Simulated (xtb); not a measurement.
xtb input (GFN2-xTB):

```bash
xtb mol.xyz --gfn 2 --sp --chrg 0 --uhf 0
```
mol.xyz:
```
16

Si     2.67716169     0.99856468     0.00398429
C      2.08551168    -0.80170324     0.06891282
C      0.66263932    -0.88385738    -0.20418197
C     -0.51678381    -0.89265516    -0.44506884
C     -1.94903628    -0.86056003    -0.67640966
Si    -2.78951370     0.36987694     0.49613141
H      4.13305364     1.05380222     0.28555214
H      1.95328591     1.79660192     1.01845266
H      2.42004423     1.56025784    -1.34086801
H      2.66015635    -1.38893365    -0.65410709
H      2.31564289    -1.20844801     1.05847509
H     -2.39427534    -1.84948322    -0.52941665
H     -2.16995291    -0.56604841    -1.70698907
H     -4.25096529     0.38235551     0.23931134
H     -2.24250215     1.72603690     0.26894387
H     -2.54554468    -0.03166883     1.89951177
```

End of the output:

```
         :::::::::::::::::::::::::::::::::::::::::::::::::::::
         ::                     SUMMARY                     ::
         :::::::::::::::::::::::::::::::::::::::::::::::::::::
         :: total energy             -17.050102220396 Eh    ::
         :: gradient norm              0.024851155655 Eh/a0 ::
         :: HOMO-LUMO gap              4.798330722079 eV    ::
         ::.................................................::
         :: SCC energy               -17.341633954435 Eh    ::
         :: -> isotropic ES            0.026649095568 Eh    ::
         :: -> anisotropic ES          0.006929452712 Eh    ::
         :: -> anisotropic XC          0.012112766065 Eh    ::
         :: -> dispersion             -0.010851939752 Eh    ::
         :: repulsion energy           0.291531734038 Eh    ::
         :: add. restraining           0.000000000000 Eh    ::
         :: total charge              -0.000000000000 e     ::
         :::::::::::::::::::::::::::::::::::::::::::::::::::::

           -------------------------------------------------
          |                Property Printout                |
           -------------------------------------------------

    * Orbital Energies and Occupations

         #    Occupation            Energy/Eh            Energy/eV
      -------------------------------------------------------------
         1        2.0000           -0.7183421             -19.5471
       ...           ...                  ...                  ...
         5        2.0000           -0.5589259             -15.2091
         6        2.0000           -0.5003732             -13.6158
         7        2.0000           -0.4815880             -13.1047
         8        2.0000           -0.4762033             -12.9582
         9        2.0000           -0.4640401             -12.6272
        10        2.0000           -0.4298148             -11.6959
        11        2.0000           -0.4262498             -11.5988
        12        2.0000           -0.4241478             -11.5416
        13        2.0000           -0.4236141             -11.5271
        14        2.0000           -0.4230709             -11.5123
        15        2.0000           -0.4185115             -11.3883
        16        2.0000           -0.3737130             -10.1692
        17        2.0000           -0.3618442              -9.8463 (HOMO)
        18                         -0.1855088              -5.0480 (LUMO)
        19                         -0.1772095              -4.8221
        20                         -0.1713542              -4.6628
        21                         -0.1700374              -4.6270
        22                         -0.1688479              -4.5946
        23                         -0.1686184              -4.5883
        24                         -0.1222404              -3.3263
        25                         -0.1139048              -3.0995
        26                         -0.0735700              -2.0019
        27                         -0.0719055              -1.9566
        28                         -0.0693793              -1.8879
       ...                                ...                  ...
        44                          1.4126556              38.4403
      -------------------------------------------------------------
                  HL-Gap            0.1763354 Eh            4.7983 eV
             Fermi-level           -0.2736765 Eh           -7.4471 eV

     #   Z          covCN         q      C6AA      α(0)
     1  14 Si       3.655     0.456    98.551    19.030
     2   6 C        3.703    -0.127    23.094     6.871
     3   6 C        2.001    -0.076    33.095     9.291
     4   6 C        2.001    -0.076    33.095     9.291
     5   6 C        3.703    -0.127    23.094     6.871
     6  14 Si       3.655     0.456    98.551    19.030
     7   1 H        0.912    -0.108     5.846     3.782
     8   1 H        0.913    -0.102     5.637     3.714
     9   1 H        0.913    -0.102     5.633     3.712
    10   1 H        0.924     0.028     2.610     2.527
    11   1 H        0.924     0.029     2.603     2.523
    12   1 H        0.924     0.028     2.610     2.527
    13   1 H        0.924     0.029     2.603     2.523
    14   1 H        0.912    -0.108     5.846     3.782
    15   1 H        0.913    -0.102     5.637     3.714
    16   1 H        0.913    -0.102     5.633     3.712

 Mol. C6AA /au·bohr⁶  :       3767.178825
 Mol. C8AA /au·bohr⁸  :     123367.278927
 Mol. α(0) /au        :        102.899497

Wiberg/Mayer (AO) data.
largest (>0.10) Wiberg bond orders for each atom

 ---------------------------------------------------------------------------
     #   Z sym  total        # sym  WBO       # sym  WBO       # sym  WBO
 ---------------------------------------------------------------------------
     1  14 Si   3.609 --     8 H    0.897     9 H    0.897     7 H    0.892
                             2 C    0.865
     2   6 C    3.984 --     3 C    1.075    10 H    0.962    11 H    0.961
                             1 Si   0.865
     3   6 C    3.975 --     4 C    2.772     2 C    1.075
     4   6 C    3.975 --     3 C    2.772     5 C    1.075
     5   6 C    3.984 --     4 C    1.075    12 H    0.962    13 H    0.961
                             6 Si   0.865
     6  14 Si   3.609 --    15 H    0.897    16 H    0.897    14 H    0.892
                             5 C    0.865
     7   1 H    0.988 --     1 Si   0.892
     8   1 H    0.990 --     1 Si   0.897
     9   1 H    0.990 --     1 Si   0.897
    10   1 H    0.998 --     2 C    0.962
    11   1 H    0.998 --     2 C    0.961
    12   1 H    0.998 --     5 C    0.962
    13   1 H    0.998 --     5 C    0.961
    14   1 H    0.988 --     6 Si   0.892
    15   1 H    0.990 --     6 Si   0.897
    16   1 H    0.990 --     6 Si   0.897
 ---------------------------------------------------------------------------

Topologies differ in total number of bonds
Writing topology from bond orders to xtbtopo.mol

molecular dipole:
                 x           y           z       tot (Debye)
 q only:       -0.024       0.296       0.108
   full:        0.012      -0.146      -0.053       0.395
molecular quadrupole (traceless):
                xx          xy          yy          xz          yz          zz
Note: The following floating-point exceptions are signalling: IEEE_UNDERFLOW_FLAG IEEE_DENORMAL
normal termination of xtb
 q only:        3.556       0.446      -2.002       0.052      -0.200      -1.554
  q+dip:        4.033      -0.360      -3.233       2.673      -0.761      -0.799
   full:        1.990      -0.345      -1.511       1.745      -0.257      -0.480

           -------------------------------------------------
          | TOTAL ENERGY              -17.050102220396 Eh   |
          | GRADIENT NORM               0.024851155655 Eh/α |
          | HOMO-LUMO GAP               4.798330722079 eV   |
           -------------------------------------------------

------------------------------------------------------------------------
------------------------------------------------------------------------
 total:
 SCF:
```
